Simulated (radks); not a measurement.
Ho XII, 56 electrons, occupied as [Kr] 4d10 4f8 5s2. All-electron calculation, scalar-relativistic Kohn-Sham, r2SCAN, spin-polarised, spherical densities, finite nucleus; open shells are filled with parallel spins first (spin-orbit coupling, left out, can overturn this in heavy ions); meta-GGA in the generalised Kohn-Sham scheme; Fermi nuclear charge, rms radius 5.2022 fm. Program: a radial shooting solver on a logarithmic mesh with Libxc functionals.

X-ray form factor f0, the Fourier transform of the density (f0(0) = 56):

sin(theta)/lambda (1/angstrom),f0 (electrons)
0.05,55.733
0.1,54.947
0.15,53.688
0.2,52.026
0.25,50.044
0.3,47.835
0.4,43.080
0.5,38.341
0.6,33.982
0.8,26.940
1,22.085
1.25,18.275
1.5,15.873
2,12.344
